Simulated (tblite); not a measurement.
Compound: C₃H₁₁NOSi₂.
SMILES with atom numbers: `[CH2:1]=[CH:2][CH2:3][NH:4][SiH2:5][O:6][SiH3:7]` (hydrogens: H8, H9 on C1; H10 on C2; H11, H12 on C3; H13 on N4; H14, H15 on Si5; H16, H17, H18 on Si7)

Computed with GFN2-xTB (tblite), gas phase: L-BFGS steps from a force-field or distance-geometry start until the largest atomic force falls under 0.01 eV/Å.

Step 140: E = -614.4519 eV
```
atom  x, y, z in Å  |  force x, y, z in eV/Å
C1     -3.3316    0.9112   -0.1231   -0.011   0.049   0.015
C2     -2.3264    0.1575   -0.5254   -0.001   0.004  -0.004
C3     -1.4929   -0.6875    0.3895   -0.017   0.022  -0.009
N4     -0.0948   -0.3245    0.3220   -0.020  -0.030  -0.042
Si5     1.0394   -1.1993   -0.6160    0.055  -0.012   0.030
O6      2.4378   -0.3848   -0.5601    0.023   0.015   0.009
Si7     3.4626    0.8563   -0.6602   -0.015  -0.016   0.013
H8     -3.8953    1.5313   -0.7992   -0.004  -0.011  -0.012
H9     -3.6347    0.9362    0.9117   -0.019  -0.007  -0.019
H10    -2.0114    0.1494   -1.5606   -0.014  -0.016   0.001
H11    -1.5748   -1.7370    0.0960    0.008  -0.011   0.022
H12    -1.8568   -0.5878    1.4185    0.010   0.013   0.035
H13     0.0481    0.6636    0.4699   -0.002  -0.002   0.027
H14     0.7197   -1.3570   -2.0398   -0.014  -0.006  -0.013
H15     1.2831   -2.4750    0.0582    0.015   0.008  -0.043
H16     4.7879    0.2511   -0.5685   -0.007   0.004  -0.007
H17     3.2410    1.5315   -1.9397    0.015   0.006  -0.003
H18     3.1903    1.7710    0.4506    0.000  -0.009  -0.003
```

Step 141: E = -614.4526 eV
```
atom  x, y, z in Å  |  force x, y, z in eV/Å
C1     -3.3292    0.9076   -0.1325   -0.019   0.051   0.018
C2     -2.3220    0.1514   -0.5254   -0.005   0.016   0.035
C3     -1.4952   -0.6906    0.3987   -0.024   0.014  -0.002
N4     -0.0964   -0.3288    0.3385   -0.027  -0.023  -0.045
Si5     1.0341   -1.1889   -0.6181    0.064  -0.012   0.054
O6      2.4354   -0.3807   -0.5443    0.004   0.008   0.005
Si7     3.4641    0.8546   -0.6628    0.001   0.004   0.003
H8     -3.8887    1.5258   -0.8137    0.004  -0.012  -0.015
H9     -3.6399    0.9372    0.9002   -0.015  -0.016  -0.026
H10    -1.9967    0.1425   -1.5568   -0.018  -0.024  -0.020
H11    -1.5762   -1.7414    0.1095    0.011  -0.009   0.016
H12    -1.8654   -0.5875    1.4256    0.016   0.020   0.020
H13     0.0445    0.6586    0.4936    0.004  -0.004   0.026
H14     0.7158   -1.3243   -2.0439   -0.020  -0.002  -0.022
H15     1.2780   -2.4739    0.0364    0.010  -0.005  -0.041
H16     4.7861    0.2414   -0.5795   -0.001   0.006  -0.005
H17     3.2367    1.5238   -1.9448    0.015   0.002   0.000
H18     3.2060    1.7795    0.4428   -0.002  -0.012   0.000
```

Step 142: E = -614.4533 eV
```
atom  x, y, z in Å  |  force x, y, z in eV/Å
C1     -3.3272    0.9042   -0.1415   -0.023   0.042   0.003
C2     -2.3190    0.1443   -0.5250   -0.009   0.024   0.058
C3     -1.4980   -0.6932    0.4086   -0.023  -0.010   0.009
N4     -0.0987   -0.3315    0.3538   -0.036  -0.005  -0.037
Si5     1.0291   -1.1759   -0.6200    0.078  -0.031   0.060
O6      2.4349   -0.3773   -0.5237   -0.022   0.002  -0.002
Si7     3.4672    0.8520   -0.6647    0.013   0.024  -0.012
H8     -3.8831    1.5190   -0.8295    0.014  -0.014  -0.009
H9     -3.6456    0.9382    0.8887   -0.012  -0.018  -0.027
H10    -1.9847    0.1315   -1.5532   -0.024  -0.026  -0.029
H11    -1.5757   -1.7463    0.1255    0.003   0.003   0.009
H12    -1.8738   -0.5860    1.4336    0.026   0.025  -0.002
H13     0.0387    0.6554    0.5163    0.015  -0.007   0.024
H14     0.7129   -1.2873   -2.0486   -0.020   0.007  -0.019
H15     1.2712   -2.4739    0.0091    0.002  -0.003  -0.037
H16     4.7856    0.2308   -0.5909    0.006   0.008  -0.003
H17     3.2327    1.5143   -1.9500    0.015  -0.006   0.011
H18     3.2247    1.7879    0.4351   -0.004  -0.015   0.003
```

**Question.** Estimate the geometry and energy of step 143. (The exact step hangs on the optimiser's Hessian estimate; all steps are aligned on step 142, rigid shifts and turns removed.)

**Answer.** E = -614.4540 eV, largest force 0.084 eV/Å
```
atom  x, y, z in Å  |  force x, y, z in eV/Å
C1     -3.3265    0.9035   -0.1471   -0.025   0.017  -0.013
C2     -2.3183    0.1404   -0.5242   -0.011   0.019   0.067
C3     -1.5008   -0.6939    0.4151   -0.013  -0.030   0.019
N4     -0.1011   -0.3341    0.3605   -0.034   0.020  -0.017
Si5     1.0279   -1.1674   -0.6214    0.038  -0.032   0.039
O6      2.4350   -0.3752   -0.5120   -0.031  -0.004   0.002
Si7     3.4687    0.8495   -0.6652    0.048   0.061  -0.032
H8     -3.8805    1.5138   -0.8400    0.012  -0.002  -0.013
H9     -3.6504    0.9392    0.8807   -0.013  -0.009  -0.006
H10    -1.9799    0.1229   -1.5506   -0.022  -0.023  -0.039
H11    -1.5771   -1.7490    0.1382   -0.008   0.009  -0.001
H12    -1.8781   -0.5819    1.4394    0.032   0.027  -0.015
H13     0.0353    0.6515    0.5323    0.027  -0.009   0.020
H14     0.7122   -1.2654   -2.0509   -0.021   0.016  -0.027
H15     1.2730   -2.4713   -0.0125    0.000  -0.047  -0.007
H16     4.7843    0.2230   -0.5974    0.017   0.006   0.000
H17     3.2318    1.5088   -1.9518    0.012  -0.008   0.010
H18     3.2358    1.7917    0.4303   -0.007  -0.009   0.015
```

The energy changes by -0.0007 eV. The first-order estimate −F·Δx gives -0.0011 eV and the mean of the old and new forces, exact on a quadratic surface, -0.0007 eV. The step makes an angle of 83° with the force vector and moves no atom by more than 0.022 Å.

What follows is the cost of the whole relaxation. The run took 3.2 s wall on one thread of an Arm Neoverse N1, shared host.
